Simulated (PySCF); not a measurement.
A structure optimised at PBE-D3(BJ)/def2-SVP, used in a PySCF frequency run:

```
Si
H 1 1.5000
H 1 1.5000 2 110.30
C 1 1.9429 2 108.13 3 118.04
O 4 1.2172 1 118.12 2 -59.71
H 4 1.1369 5 121.48 1 180.00
Cl 1 2.0835 2 109.87 3 -121.27
```
Charge 0, spin multiplicity 1.

Write its SMILES, formula and point group.

O=C[SiH2]Cl, CH₃ClOSi, Cs

What are its rotational constants (standard atomic weights)?

15.869, 1.9615, 1.7833 GHz
